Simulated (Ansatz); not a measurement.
Start from `C[Si@H](O)N[Si@@H](O)F` and change one atom or group to get `N[SiH](O)F`.

Ansatz, PBE0-D4/def2-TZVP geometries, multiplicity 1. Each molecule was computed in one conformer, which needn't be the lowest.

| property | `C[Si@H](O)N[Si@@H](O)F` |
| --- | --- |
| HOMO–LUMO gap (ωB97M-V/def2-TZVPP) / eV | 12.46 |
| HOMO energy (ωB97M-V/def2-TZVPP) / eV | -10.43 |
| HOMO energy (PBE0/def2-TZVPP) / eV | -8.07 |
| HOMO–LUMO gap (B3LYP/def2-TZVPP) / eV | 8.03 |
| HOMO–LUMO gap (PBE/def2-TZVPP) / eV | 6.30 |
| LUMO energy (ωB97M-V/def2-TZVPP) / eV | 2.03 |

Give the same properties after the change, and the shifts. (An estimate is asked.)

Ansatz gave: 
```json
{"property": "HOMO–LUMO gap (ωB97M-V/def2-TZVPP) / eV", "`N[SiH](O)F`": "12.54", "shift": "0.08"}
{"property": "HOMO energy (ωB97M-V/def2-TZVPP) / eV", "`N[SiH](O)F`": "-10.35", "shift": "0.08"}
{"property": "HOMO energy (PBE0/def2-TZVPP) / eV", "`N[SiH](O)F`": "-7.95", "shift": "0.12"}
{"property": "HOMO–LUMO gap (B3LYP/def2-TZVPP) / eV", "`N[SiH](O)F`": "8.10", "shift": "0.07"}
{"property": "HOMO–LUMO gap (PBE/def2-TZVPP) / eV", "`N[SiH](O)F`": "6.38", "shift": "0.08"}
{"property": "LUMO energy (ωB97M-V/def2-TZVPP) / eV", "`N[SiH](O)F`": "2.19", "shift": "0.16"}
```

With PBE0 the HOMO rises by 0.12 eV and the LUMO rises by 0.22 eV, so the gap widens by about 0.10 eV. PBE moves the HOMO by 0.17 eV and ωB97M-V by 0.08 eV.

B3LYP here is the variant with VWN-RPA as its local correlation; programs differ in this.
